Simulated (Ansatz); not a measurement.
The lowest singlet and triplet of C2HN (SMILES [CH]C#N); geometries from B3LYP-D3(BJ)/def2-TZVP, each state relaxed from the structure named, with no frequency check, low spin by broken symmetry.
Singlet (charge 0, multiplicity 1):
```json
[
 {"atom": "C", "x (Å)": "-1.1792", "y (Å)": "0.2102", "z (Å)": "0.2913"},
 {"atom": "C", "x (Å)": "0.0848", "y (Å)": "-0.0192", "z (Å)": "-0.0182"},
 {"atom": "N", "x (Å)": "1.2148", "y (Å)": "-0.1259", "z (Å)": "-0.3611"},
 {"atom": "H", "x (Å)": "-1.9367", "y (Å)": "-0.2647", "z (Å)": "0.8890"}
]
```

A positive gap puts the triplet lower; no zero-point energy. R- takes a restricted singlet, here one determinant of a half-filled degenerate or near-degenerate pair, which mixes singlet states. U- takes an unrestricted singlet (broken symmetry where lower, unprojected). The triplet is unrestricted in single-reference levels. Active spaces average the two states.

Correlated levels freeze the cores.

Run with Ansatz (a program for electronic structure) with Gaussian orbitals. 

```json
[
 {"level": "R-HF/cc-pVTZ", "gap E(singlet) − E(triplet), vertical, at the singlet's geometry (eV)": "1.970"},
 {"level": "U-B3LYP/def2-TZVPP (spin-contaminated)", "gap E(singlet) − E(triplet), vertical, at the singlet's geometry (eV)": "0.315"},
 {"level": "R-B2PLYP/def2-TZVPP", "gap E(singlet) − E(triplet), vertical, at the singlet's geometry (eV)": "0.722"},
 {"level": "R-MP2/cc-pVDZ", "gap E(singlet) − E(triplet), vertical, at the singlet's geometry (eV)": "0.435"},
 {"level": "R-SCS-MP2/cc-pVTZ", "gap E(singlet) − E(triplet), vertical, at the singlet's geometry (eV)": "0.070"},
 {"level": "R-CCSD(T)/cc-pVTZ", "gap E(singlet) − E(triplet), vertical, at the singlet's geometry (eV)": "0.782"},
 {"level": "SA-CASSCF(6,6)/cc-pVDZ", "gap E(singlet) − E(triplet), vertical, at the singlet's geometry (eV)": "0.982"},
 {"level": "SC-NEVPT2 on SA-CASSCF(6,6)/cc-pVQZ", "gap E(singlet) − E(triplet), vertical, at the singlet's geometry (eV)": "___"},
 {"level": "FIC-MRCISD+Q on SA-CASSCF(6,6)/cc-pVTZ", "gap E(singlet) − E(triplet), vertical, at the singlet's geometry (eV)": "___"}
]
```

### Question
Fill in the missing entries.

### Answer

- SC-NEVPT2 on SA-CASSCF(6,6)/cc-pVQZ, gap E(singlet) − E(triplet), vertical, at the singlet's geometry (eV): 0.705
- FIC-MRCISD+Q on SA-CASSCF(6,6)/cc-pVTZ, gap E(singlet) − E(triplet), vertical, at the singlet's geometry (eV): 0.748

Doubts at one or more of the structures used: a restricted determinant that unrestricted orbitals would lower (R-HF/cc-pVTZ, R-B2PLYP/def2-TZVPP, R-MP2/cc-pVDZ, R-SCS-MP2/cc-pVTZ, R-CCSD(T)/cc-pVTZ); a spin-contaminated determinant (R-HF/cc-pVTZ, R-MP2/cc-pVDZ, R-SCS-MP2/cc-pVTZ, R-CCSD(T)/cc-pVTZ).
